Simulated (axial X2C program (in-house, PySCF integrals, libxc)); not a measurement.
**Working with the constants of TcS**

A bond curve at the PBE0 level, with spin–orbit coupling, was computed with an in-house all-electron X2C program for linear molecules (integrals from PySCF) (basis Tc dyall-cv3z [12s12p8d5f3g], S dyall-av3z [9s8p3d2f] (cores contracted in-house)) for the state Ω = 5/2 (⟨Sz⟩ = 2.49, ⟨Lz⟩ = 0.01 at PBE0). Its fit gives Re = 2.1166 Å, ωe = 514.2 cm⁻¹, ωexe = 1.45 cm⁻¹ and αe = 5.878e-04 cm⁻¹; the masses are 98.9072 and 31.9721 u. Two-component means X2C with spin–orbit coupling and atomic mean-field Coulomb and Gaunt terms.

(1) Find the reduced mass, Be and the force constant.

(2) A Morse curve ties αe to the other constants (Pekeris). How well does that hold?

(3) Where do the fundamental and the first overtone lie?

(4) The dipole moment p changes by 5.33 D/Å at Re. What harmonic infrared intensity follows?

(5) Estimate De from a Morse curve and compare with the computed well depth of 4.457 eV to Tc + S.

Occupations by symmetry block were frozen at the best pattern of an incomplete PBE0 search. Dissociation energies refer to the lowest single-determinant-based atoms at the same level and basis. Density functionals use the spin component along the axis (collinear). In 2c an atomic determinant is not the ground J level, so De misses part of the atomic spin–orbit lowering. This holds for PBE0. Without a current term, density functionals place determinants with orbital angular momentum somewhat too high. With several unpaired electrons one determinant need not be a pure state. This is the top spin component of a Σ state; components of lower Ω are not single determinants and can lie lower.

Results:

(1) From the PBE0 values: μ = 24.1617 u. Be = 16.8576/(μ Re²) = 0.1557 cm⁻¹. k = 5.8918×10⁻⁷ μ ωe² = 3.76 mdyn/Å.

(2) αe(Morse) = 6Be²/ωe × (√(ωexe/Be) − 1) = 5.805e-04 cm⁻¹; the PBE0 curve gives 5.878e-04 cm⁻¹, a ratio of 0.99.

(3) ν(1←0) = ωe − 2ωexe = 511.3 cm⁻¹; ν(2←0) = 2ωe − 6ωexe = 1019.7 cm⁻¹.

(4) I = 42.256 × (dp/dR)²/μ = 50 km/mol.

(5) De(Morse) = ωe²/(4ωexe) = 5.652 eV against 4.457 eV computed, a ratio of 1.27. The extrapolation overshoots: the well softens faster than a Morse curve, or the lowest atomic limit lies below the one to which the curve heads.
